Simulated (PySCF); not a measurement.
CH2O, charge +1, doublet, geometry from GFN2-xTB (a state made from the parent by changing its charge; the spin is typed, not shown lowest). Base run: HF/6-31G** (PySCF).

The PySCF input:
```python
from pyscf import gto, scf

mol = gto.Mole()
mol.atom = '''
    O    -0.032826    0.015634    0.660001
    C     0.024264   -0.011556   -0.487850
    H     0.034811    0.877051   -1.199067
    H     0.082215   -0.932787   -1.153838
'''
mol.basis = '6-31g**'
mol.charge = 1
mol.spin = 1
mol.verbose = 4
mol.build()

mf = scf.UHF(mol)
mf.kernel()
mf.analyze()
```

Each row names what was changed in the base input (with any setting that the change needs).

```json
[
 {"change": "base", "ΔE vs base (µEh)": "0.0", "fitting functions": "-"},
 {"change": "auxbasis = cc-pvqz-jkfit", "ΔE vs base (µEh)": "6.9", "fitting functions": "314"},
 {"change": "auxbasis = def2-universal-jfit", "ΔE vs base (µEh)": "1049", "fitting functions": "120"},
 {"change": "auxbasis = cc-pvtz-jkfit", "ΔE vs base (µEh)": "66.6", "fitting functions": "218"},
 {"change": "auxbasis = cc-pvtz-ri", "ΔE vs base (µEh)": "-6.7", "fitting functions": "222"},
 {"change": "auxbasis = def2-universal-jkfit", "ΔE vs base (µEh)": "90.4", "fitting functions": "188"},
 {"change": "auxbasis = even-tempered beta=1.6", "ΔE vs base (µEh)": "5.9", "fitting functions": "442"},
 {"change": "auxbasis = def2-tzvp-ri", "ΔE vs base (µEh)": "34.8", "fitting functions": "182"},
 {"change": "auxbasis = cc-pvdz-jkfit", "ΔE vs base (µEh)": "214", "fitting functions": "186"},
 {"change": "only_dfj = on; auxbasis = def2-universal-jfit", "ΔE vs base (µEh)": "-149", "fitting functions": "120"}
]
```

A fitting set is made for a task (jfit for Coulomb, jkfit for Coulomb and exchange, ri for correlation) and for a family of orbital bases.

Open shells are given as the SCF converged; they aren't shown to be the lowest states, and a large step between rows can be another state.
